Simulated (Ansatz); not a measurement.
Consider the formal exchange of groups at a Ge–O bond: `C[O][GeH]([CH3])[SH]` + `[SiH3]C1=CC1` → `[CH3][GeH]([SiH3])[SH]` + `COC1=CC1`.

Isolated molecules relaxed with PBE0-D4/def2-TZVP in Ansatz; ΔE leaves out vibrations. CCSD(T)/CBS adds triple-zeta CCSD(T) − MP2 to the extrapolated MP2 energy (def2 sets, frozen cores). For Ge outer-core shells are correlated without core-valence functions, which leaves a few kJ/mol of doubt a bond. Scalar relativity is left out up to krypton. One conformer a species, not always the lowest.

```json
{"species": "`C[O][GeH]([CH3])[SH]`", "CCSD(T)/CBS(def2) energy (Eh)": "-2630.02692"}
{"species": "`[SiH3]C1=CC1`", "CCSD(T)/CBS(def2) energy (Eh)": "-406.74864"}
{"species": "`[CH3][GeH]([SiH3])[SH]`", "CCSD(T)/CBS(def2) energy (Eh)": "-2805.86310"}
{"species": "`COC1=CC1`", "CCSD(T)/CBS(def2) energy (Eh)": "-230.87473"}
```

**Question.** Work out ΔE.

**Answer.** ΔE = (-2805.86310) + (-230.87473) − (-2630.02692) − (-406.74864) = 0.03773 Eh = +23.7 kcal/mol.

Largest T1 diagnostic among the species: 0.012.

From PBE to PBE0 (25 % exact exchange), in def2-TZVPP and without D4, ΔE moves by +1.4 kcal/mol.
